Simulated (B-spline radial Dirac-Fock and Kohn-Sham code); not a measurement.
The Cs-like isoelectronic sequence (55 electrons), Z = 55 to 63

Level of theory: ΔSCF Dirac-Fock with Breit, self-energy and vacuum polarisation, finite nucleus, configuration average; a radial atomic solver. Binding energies in eV, tabulated ground configurations. No correlation.

```tsv
ion	configuration	1s	3d3/2	3d5/2	4d5/2	outermost level	NIST ionisation energy
Cs	[Xe] 6s1	35988.7	746.0	732.1	81.95	3.47 (6s)	3.893906
Ba⁺	[Xe] 6s1	37453.2	811.1	795.8	104.2	9.36 (6s)	10.00383
La²⁺	[Xe] 5d1	38950.0	876.9	860.1	125.9	18.10 (5d)	19.1773
Ce³⁺	[Xe] 4f1	40476.2	938.0	919.6	144.0	34.98 (4f)	36.906 ± 0.009
Pr⁴⁺	[Xe] 4f1	42045.8	1012.5	992.4	171.9	56.31 (4f)	57.53 ± 0.05
Nd⁵⁺	[Kr] 4d10 4f2 5s2 5p5	43644.9	1081.0	1059.1	195.2	73.52 (4f)	–
Pm⁶⁺	[Kr] 4d10 4f3 5s2 5p4	45279.3	1151.6	1127.7	219.7	91.73 (4f)	–
Sm⁷⁺	[Kr] 4d10 4f4 5s2 5p3	?	?	?	?	?	?
Eu⁸⁺	[Kr] 4d10 4f5 5s2 5p2	48655.5	1299.2	1271.1	271.9	131.2 (4f)	–
```

Task: Fill in the row of Sm⁷⁺.

Result: 1s 46949.2, 3d3/2 1224.3, 3d5/2 1198.4, 4d5/2 245.3, outermost 111.0 (4f), NIST – eV.

NIST's values are for the lowest levels; a dash marks a value that is missing or belongs to another shell. Their kind here: measured, semi-empirical, theoretical. Where a p, d or f shell is open in either ion the computed value averages over both j values and all terms, while the table refers to the lowest levels; that difference holds spin-orbit splitting (largest in heavy or highly charged ions), term energies where several electrons share open shells, and correlation, and it can reach 10 % or more.
